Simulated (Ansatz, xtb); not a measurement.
## BClFH3Si: which of two conformers lies lower

Structure a is `FB[SiH2]Cl`, a singlet and structure b is `FB[SiH2]Cl`, a singlet. Both are isolated molecules in the gas phase, relaxed with PBE0-D3(BJ)/def2-SVP.

a (Å):

```xyz
7

B     0.0280    1.0989    0.8650
Cl   -2.8038    0.0357    2.3834
F     0.4357   -0.1495    0.9555
Si   -1.7968    1.6580    1.5678
H     0.7874    1.8929    0.3465
H    -1.6476    2.7083    2.6209
H    -2.6252    2.2303    0.4631
```

b (Å):

```xyz
7

B    -1.6669    2.4363    1.2543
Cl   -1.2081   -0.3858    2.9755
F    -1.7495    3.1182    0.1266
Si   -0.6610    0.6642    1.2674
H    -2.1863    2.9224    2.2360
H     0.8157    0.8961    1.3114
H    -0.9680   -0.1792    0.0741
```

Task: Which of the two would you expect CCSD(T)/def2-TZVP electronic energies to favour?

Result: Too close to call at this level: CCSD(T)/def2-TZVP gives E(b) − E(a) = +0.15 kJ/mol.

How the difference moves with the method:

```json
{"level": "PBE0-D3(BJ)/def2-SVP", "geometry": "PBE0-D3(BJ)/def2-SVP", "E(b) − E(a) (kJ/mol)": "+0.74", "departure from the last row (kJ/mol)": "+0.59", "job, with rough time for the two": "optimisation, 3.7 min"}
{"level": "HF/def2-TZVP", "geometry": "PBE0-D3(BJ)/def2-SVP", "E(b) − E(a) (kJ/mol)": "−0.58", "departure from the last row (kJ/mol)": "−0.74", "job, with rough time for the two": "part of the CCSD(T) run"}
{"level": "MP2/def2-TZVP", "geometry": "PBE0-D3(BJ)/def2-SVP", "E(b) − E(a) (kJ/mol)": "+0.08", "departure from the last row (kJ/mol)": "−0.07", "job, with rough time for the two": "part of the CCSD(T) run"}
{"level": "CCSD(T)/def2-TZVP", "geometry": "PBE0-D3(BJ)/def2-SVP", "E(b) − E(a) (kJ/mol)": "+0.15", "departure from the last row (kJ/mol)": "", "job, with rough time for the two": "single point, 3.1 min"}
```

The largest departure from CCSD(T)/def2-TZVP is that of HF/def2-TZVP, 0.74 kJ/mol. Levels run at GFN2-xTB geometries aren't shown.

With harmonic frequencies from PBE0-D3(BJ)/def2-SVP (ideal gas, rigid rotor, one conformer each, 298.15 K, 1 atm): on the last row, ΔE + ΔZPE = −0.34 kJ/mol. A mode under 50 cm⁻¹ makes harmonic enthalpies and free energies unreliable, so none is given.

The correlated steps freeze 12 core orbitals. Run with Ansatz 0.2.0; the last row on 1 thread of AMD EPYC (Zen 3) on a shared host.
